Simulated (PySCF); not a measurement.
**Choosing a basis for TDDFT**

Species: BBrH₅N.
Geometry (PBE0-D3(BJ)/def2-SVP, Å), atoms numbered from 1 in this order:
```
atom  x, y, z in Å
N1    -0.7598    0.5983    0.3078
B2     0.7225   -0.0145    0.0961
Br3    1.9365    1.4219    0.8368
H4    -0.9279    0.7848    1.2989
H5    -1.4824   -0.0396   -0.0335
H6    -0.8481    1.4891   -0.1862
H7     0.7806   -1.0319    0.7571
H8     0.8777   -0.1540   -1.1005
```

TDDFT with PBE0 (PySCF), vertical singlets, core orbitals frozen in the response, spherical d and f functions. Isolated species at its PBE0-D3(BJ)/def2-SVP geometry, gas phase. The PBE0/6-31G* calculation is non-relativistic and has no spin–orbit coupling, an omission that weighs most on bromine.

```tsv
basis	functions	diffuse	S1 (eV)	S2 (eV)	S3 (eV)	S4 (eV)	S5 (eV)	LUMO (eV)	α (au)
6-31G*	70	no	6.43	7.02	7.66	8.11	8.32	0.84	37.9
def2-SVP	85	no	5.92	6.51	7.68	7.84	7.89	0.36	38.5
def2-SVPD	121	yes	5.43	5.98	6.86	7.13	7.17	-0.50	52.1
aug-cc-pVDZ	127	yes	5.06	5.59	6.31	6.40	6.77	-0.97	51.8
def2-TZVP	140	no	5.61	6.18	7.27	7.44	7.45	-0.23	47.1
def2-TZVPD	176	yes	5.21	5.75	6.62	6.80	6.88	-0.77	52.8
aug-cc-pVTZ	266	yes	5.08	5.60	6.29	6.39	6.69	-0.96	52.9
```

Problem. How much do these states and the polarisability depend on the basis?

Solution. States are compared by their number. Against the largest diffuse basis here (aug-cc-pVTZ, itself not a converged limit), sets without diffuse functions differ by up to 1.35 eV in S1 and 1.63 eV in S5; the smaller diffuse sets differ by up to 0.35 and 0.48 eV. State by state, the largest deviation of a set without diffuse functions is S1 1.35, S2 1.42, S3 1.39, S4 1.73, S5 1.63 eV. The same number needn't mean the same state in each row. Against aug-cc-pVTZ the polarisability deviates by -28% in 6-31G*, -27% in def2-SVP, -2% in def2-SVPD, -2% in aug-cc-pVDZ, -11% in def2-TZVP, 0% in def2-TZVPD.

Without π bonds the low states are Rydberg-like; a valence basis with one diffuse set may place them up to an eV too high.
